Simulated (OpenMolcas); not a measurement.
## Ca+: effect of the active space

```json
{
 "Program": "OpenMolcas 26.06",
 "Method": "SS-CASPT2, IPEA 0.25 Eh, imaginary shift 0.1 Eh",
 "Basis": "ANO-RCC-VQZP",
 "Scalar Hamiltonian": "DKH2, point nucleus",
 "Spin-orbit coupling": "state interaction with AMFI integrals over the reference wave functions, term energies averaged over their components"
}
```

A. 1 electron in 4 orbitals (4s 4p); 2S+1 = 2 even, 1 root; 2S+1 = 2 odd, 3 roots; closed shells correlated: 3s 3p; CASPT2 step roughly 1.1 core-seconds
B. 1 electron in 9 orbitals (3d 4s 4p); 2S+1 = 2 even, 6 roots; 2S+1 = 2 odd, 3 roots; closed shells correlated: 3s 3p; CASPT2 step about 4 core-seconds

Energies in cm-1 above 4s 2S 1/2, the measured ground level; measured values from NIST Handbook of Basic Atomic Spectroscopic Data.

```json
{"Level": "4s 2S 1/2", "A": "0.0", "B": "0.0", "Measured": "0.0"}
{"Level": "4p 2P* 1/2", "A": "25210", "B": "25080", "Measured": "25192"}
{"Level": "4p 2P* 3/2", "A": "25370", "B": "25240", "Measured": "25414"}
```

Deviations, from unrounded energies. A percentage is the sum of absolute deviations over the sum of measured energies, with the sign that they share, or ± where signs differ.

| Against measurement | Levels | A | B |
| --- | --- | --- | --- |
| mean absolute deviation (cm-1) | 2 | 32 | 140 |
| other configurations (%) | 2 | ±0.1 | -0.6 |

A lies closest to measurement on these levels. The largest miss of A in the table is 4p 2P* 3/2, by -43 cm-1. The ranking rests on the paired levels alone, and a cruder setting can come out closer through cancelling errors.

Between A and B the level of the table that moves most is 4p 2P* 1/2, by 130 cm-1 (lowest in B, highest in A). Moves below CASPT2's spread within the term are not significant.

ANO sets are built for ground and valence states and can reach diffuse excited orbitals poorly. With one active electron, CASPT2 adds the correlation within the correlated inactive shells and between them and that electron, and leaves the splitting within a term as the reference gives it. Measured partners are found by configuration, term and J. A level has none where our copy of the source lacks it or the pairing is in doubt (some pairs that miss far off the trend of their configuration count as doubtful), and it then counts in no deviation. Levels of configurations outside the active space are missing. Levels that lie high or do not pair safely by name in every column are left out.

* marks odd parity.
